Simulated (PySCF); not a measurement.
C₂H₉BO₂SSi.
Atom-mapped SMILES: `[CH3:1][O:2][B:3]([O:4][CH3:5])[S:6][SiH3:7]` (hydrogens: H8, H9, H10 on C1; H11, H12, H13 on C5; H14, H15, H16 on Si7)

Method: PBE0-D3(BJ)/def2-SVP geometry optimisation, gas phase (PySCF 2.14.0).

Question: List the bond lengths, angles and torsions at this level.

Answer: 
| bond | length (pm) | order |
| --- | --- | --- |
| C1–O2, O4–C5 | 140.5 | single |
| O2–B3, B3–O4 | 135.4 | single |
| B3–S6 | 183.7 | single |
| S6–Si7 | 215.4 | single |
| C1–H8 and 5 like bonds | 110.1 | single |
| Si7–H14, Si7–H15, Si7–H16 | 149.1 | single |

Bonds in one row agree within 1 pm and their mean is given. Orders are formal, as drawn. A selection of angles:
| angle | degrees |
| --- | --- |
| O2–C1–H8 | 109.5 |
| O2–C1–H10 | 111.6 |
| H8–C1–H9 | 108.3 |
| H8–C1–H10 | 109.0 |
| C1–O2–B3 | 123.2 |
| O2–B3–O4 | 120.4 |
| O2–B3–S6 | 117.5 |
| O4–B3–S6 | 122.2 |
| B3–O4–C5 | 125.4 |
| B3–S6–Si7 | 97.6 |
| S6–Si7–H14 | 104.5 |
| S6–Si7–H15 | 112.0 |
| H14–Si7–H15 | 109.0 |

Dihedral angles: C1–O2–B3–O4 1° (synperiplanar); O2–B3–O4–C5 -179° (antiperiplanar); O2–B3–S6–Si7 2° (synperiplanar). The mirror-image conformer, all signs reversed, is as good.

Si7 (SiH3 silicon) is distorted tetrahedral (angles from 104.5° to 112.0°). O2 (boron-bound oxygen) is bent (angle 123.2°). Of the pairs four or more bonds apart, O4···H10 is among the closest relative to their van der Waals radii: 2.37 Å, 87 % of the sum of Bondi's values. B3 (three-coordinate boron) is planar (angles 122.2°, 120.4° and 117.5°, sum 360.0°, 0.00 Å off the plane of its three neighbours). S6 (sulfur bonded to B and Si) is bent (angle 97.6°).

PBE0-D3(BJ)/def2-SVP frequencies: not computed here. One conformer, not necessarily the lowest.
